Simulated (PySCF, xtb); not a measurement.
CH₄AlO, SMILES [CH3][Al][OH], multiplicity 2. The values are those of a single conformer.

Harmonic wavenumbers (cm⁻¹) from GFN2-xTB run with xtb at its own minimum, in rising order: 72, 108, 470, 492, 512, 528, 539, 867, 1264, 1451, 1455, 2943, 2948, 2952, 3690.

Q: What does PySCF 2.14.0 with r2SCAN-D4/def2-TZVP give at its own minimum? (Estimate from the structure and the level; the computed values follow.)

A: 25, 190, 359, 566, 577, 609, 686, 827, 1174, 1430, 1441, 3018, 3098, 3134, 3898. Paired by order, the mean absolute difference is 92 cm⁻¹ and the zero-point energies are 29.0 and 30.1 kcal/mol.
